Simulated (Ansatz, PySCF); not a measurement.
Complex: CH3F (SMILES CF) (first 5 atoms) with CH6Si (SMILES C[SiH3]); geometry from B3LYP-D3(BJ)/def2-TZVP, rigid monomers moved along the line of their centres of mass till F2···Si7 is 2.99 Å.
(charge 0, multiplicity 1):
```xyz
13

C     -0.6817     0.4925    -0.3017
F      0.3161    -0.2714     0.2995
H     -0.4888     0.5315    -1.3741
H     -1.6455     0.0230    -0.1049
H     -0.6574     1.4946     0.1264
C      1.0384    -0.9499     3.1989
Si    -0.3649     0.2897     3.1604
H      1.9033    -0.5412     3.7246
H      1.3411    -1.2062     2.1835
H      0.7342    -1.8650     3.7103
H     -0.7857     0.6455     4.5397
H     -1.5491    -0.2599     2.4557
H      0.0409     1.5416     2.4759
```

Counterpoise-corrected where a basis set is named; no monomer relaxation.

Correlated levels freeze the cores.

Codes used: Ansatz (Gaussian orbitals); PySCF for the dispersion terms. 

PBE/def2-TZVPPD gives 1.8 kJ/mol for the interaction energy.

Where do these levels fall relative to PBE: PBE-D3(BJ)/def2-TZVPPD, r2SCAN/def2-TZVPPD, B3LYP/def2-TZVPPD, wB97M-V/def2-TZVPPD, MP2/aug-cc-pV(D+d)Z, CCSD(T)/aug-cc-pV(D+d)Z.

PBE-D3(BJ)/def2-TZVPPD -6.3; r2SCAN/def2-TZVPPD -5.4; B3LYP/def2-TZVPPD 4.0; wB97M-V/def2-TZVPPD -8.2; MP2/aug-cc-pV(D+d)Z -4.2; CCSD(T)/aug-cc-pV(D+d)Z -4.5 kJ/mol. 1 of 6 lie above PBE; the widest gap is to wB97M-V/def2-TZVPPD.

Ansatz is a quantum-chemistry and plane-wave program.
